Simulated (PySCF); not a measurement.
Species: C4H5FOSi.
Z-matrix (Å and degrees, PBE0-D3(BJ)/def2-SVP geometry), rows numbered from 1:
```
O 
Si  1  1.6620
C   2  1.8678  1  117.97
C   3  1.3511  2  107.30  1  -122.65
C   4  1.4815  3  118.72  2     2.14
C   5  1.3435  4  114.23  3    -0.34
F   6  1.3282  2  127.40  1   -57.62
H   1  0.9618  2  116.71  3    45.71
H   2  1.4856  1  105.00  3   130.04
H   3  1.0916  2  130.65  1    60.37
H   4  1.0962  3  122.90  2  -177.63
H   5  1.0935  4  121.87  3   179.86
```

Theory: PBE0-D3(BJ)/def2-SVP geometry optimisation, gas phase (PySCF 2.14.0).

Masses are those of the commonest isotopes; rigid-rotor values at the optimised geometry. The values belong to one conformer with, in the numbering `[OH:1][Si@@H:2]1[CH:3]=[CH:4][CH:5]=[C:6]1[F:7]`, H–O1–Si2–C3 46°.

(1) What are A, B and C (GHz)?

(2) What kind of rotor is it?

(3) What does the inertial defect say?

(4) Give the other two planar moments, Paa and Pbb, and the rms extents of the mass along the axes.

(5) Which types of transition are allowed, and where do some lines up to J = 2 fall?

(6) Estimate the classical rotational partition function at 10 K, 25 K and 500 K.

Answers

(1) Ia = 183.47, Ib = 214.26, Ic = 365.23 u·Å²; 505379 MHz·u·Å²/I gives 2755, 2359 and 1384 MHz, that is A = 2.7545, B = 2.3587, C = 1.3837 GHz.

(2) An asymmetric top: κ = (2 × 2359 − 2755 − 1384)/(2755 − 1384) = 0.42.

(3) Not planar: Δ = Ic − Ia − Ib = -32.50 u·Å². For a rigid frame Δ = −2 Σ m c², so Σ m c² = 16.25 u·Å² lies off the ab plane: 5.87 from hydrogen and 10.38 from heavier atoms. The atom farthest from that plane is 1.81 Å away.

(4) Paa = Σ m a² = (Ib + Ic − Ia)/2 = 198.01 and Pbb = Σ m b² = (Ia + Ic − Ib)/2 = 167.22 u·Å². With the mass M = 116.01 u, the rms extents √(P/M) along a, b and c are 1.31, 1.20, 0.37 Å.

(5) The dipole components are |μa| = 0.01 D, |μb| = 1.80 D, |μc| = 1.25 D. Intensities carry the squares of the components, which stand as 0.00 : 1.00 : 0.48 (a : b : c). Some of the stronger lines:

```
type  branch         J(Ka,Kc)    MHz  lower level (cm⁻¹)
   c       Q  1(1,1) ← 1(0,1)    396               0.125
   c       Q  2(2,1) ← 2(1,1)   1187               0.453
   b       Q  1(1,0) ← 1(0,1)   1371               0.125
   b       Q  2(2,0) ← 2(1,1)   1865               0.453
   b       Q  2(1,1) ← 2(0,2)   3023               0.352
   b       Q  2(2,1) ← 2(1,2)   4112               0.355
   b       R  1(1,1) ← 0(0,0)   4138               0.000
   c       R  1(1,0) ← 0(0,0)   5113               0.000
   b       R  2(0,2) ← 1(1,1)   6412               0.138
   b       R  2(1,2) ← 1(0,1)   6906               0.125
   b       R  2(2,1) ← 1(1,0)   9647               0.171
   c       R  2(1,1) ← 1(0,1)   9831               0.125
   c       R  2(2,0) ← 1(1,0)  10325               0.171
   c       R  2(2,1) ← 1(1,1)  10622               0.138
   b       R  2(2,0) ← 1(1,1)  11300               0.138
```

(6) Point group C1, symmetry number σ = 1; q = (√π/σ)·√((kT/h)³/(ABC)), k/h = 20836.6 MHz/K: 1780 at 10 K, 7030 at 25 K, 629000 at 500 K.

Not checked by PBE0-D3(BJ)/def2-SVP frequencies. These are rigid-rotor constants of the computed structure; measured ground-state constants (B0) also hold zero-point vibration.
